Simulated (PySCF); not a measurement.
## Fe+ (iron, charge +1) across methods

[Ar] 3d6 4s1, high-spin 6D determinant. All numbers are calculated (PySCF 2.14, scalar relativity by spin-free X2C-1e, in x2c-TZVPPall).

```
method  E (hartree)  mean ε 3d α (eV)  mean ε 3d β (eV)  mean ε 4s α (eV)  Σ⟨r²⟩ (bohr²)   ⟨S²⟩
   UHF  -1271.10137           -26.620           -21.015           -15.421          25.15  8.753
   PBE    -1272.076           -17.454           -13.823           -13.091          25.18  8.751
   LDA    -1269.757           -17.712           -13.824           -13.339          25.09  8.751
 wB97X    -1272.323           -22.132           -18.411           -15.535          25.08  8.752
  PBE0    -1272.101           -19.878           -15.844           -13.774          25.04  8.751
 HSE06    -1272.120           -19.442           -15.454           -13.456          25.04  8.751
  MN15    -1272.980           -20.771           -17.014           -14.104          25.31  8.752
r2SCAN    -1272.290           -17.869           -13.853           -13.394          24.96  8.751
 TPSSh    -1272.329           -18.372           -14.817           -13.307          25.07  8.751
```
